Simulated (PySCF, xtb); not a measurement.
Sn(OMe)(SH) (CH₄OSSn), SMILES C[O][Sn][SH] (connectivity only; charge and spin as stated), neutral, multiplicity 1.

GFN2-xTB run with xtb at its own geometry gives an orbital gap of 3.53 eV and a dipole moment of 4.64 D.

Geometry: B3LYP-D3(BJ)/def2-SVP. The structure was generated by enumeration; whether it is a known compound was not checked. The def2 effective core potentials stand for the cores of Sn; spin–orbit coupling is left out. The values are those of a single conformer.

Task: What does PySCF with PBE/def2-TZVP give? (An estimate is asked for; the answer gives what the named calculation found.)

Result: gap 3.20 eV (levels -6.16 and -2.96 eV), dipole 1.62 D.
